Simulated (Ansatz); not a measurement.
One change: `OC#C[SeH]` becomes `C=CC#C[SeH]`.

Ansatz, PBE0-D4/def2-TZVP geometries, multiplicity 1. Each molecule was computed in one conformer, which needn't be the lowest.

Scalar relativity is left out up to krypton. Spin–orbit coupling is left out; it splits and shifts lone-pair levels of the heavy atoms by tenths of an eV.

| property | `OC#C[SeH]` |
| --- | --- |
| HOMO–LUMO gap (PBE/def2-TZVPP) / eV | 4.39 |
| size of the dipole moment (ωB97M-V/def2-TZVPP) / D | 1.90 |
| LUMO energy (PBE0/def2-TZVPP) / eV | 0.00 |
| size of the dipole moment (B3LYP/def2-TZVPP) / D | 1.87 |
| LUMO energy (ωB97M-V/def2-TZVPP) / eV | 1.80 |
| HOMO energy (B3LYP/def2-TZVPP) / eV | -6.21 |

What does the change do to each property? (An estimate is asked.)

Computed: 
| property | `C=CC#C[SeH]` | shift |
| --- | --- | --- |
| HOMO–LUMO gap (PBE/def2-TZVPP) / eV | 3.59 | -0.80 |
| size of the dipole moment (ωB97M-V/def2-TZVPP) / D | 0.59 | -1.31 |
| LUMO energy (PBE0/def2-TZVPP) / eV | -0.88 | -0.88 |
| size of the dipole moment (B3LYP/def2-TZVPP) / D | 0.49 | -1.38 |
| LUMO energy (ωB97M-V/def2-TZVPP) / eV | 1.15 | -0.65 |
| HOMO energy (B3LYP/def2-TZVPP) / eV | -6.12 | 0.09 |

With PBE0 the HOMO rises by 0.10 eV and the LUMO falls by 0.88 eV, so the gap narrows by about 0.98 eV. PBE moves the HOMO by -0.05 eV and ωB97M-V by 0.21 eV. Dipoles are sizes alone; their direction can turn.

B3LYP here is the variant with VWN-RPA as its local correlation; programs differ in this.
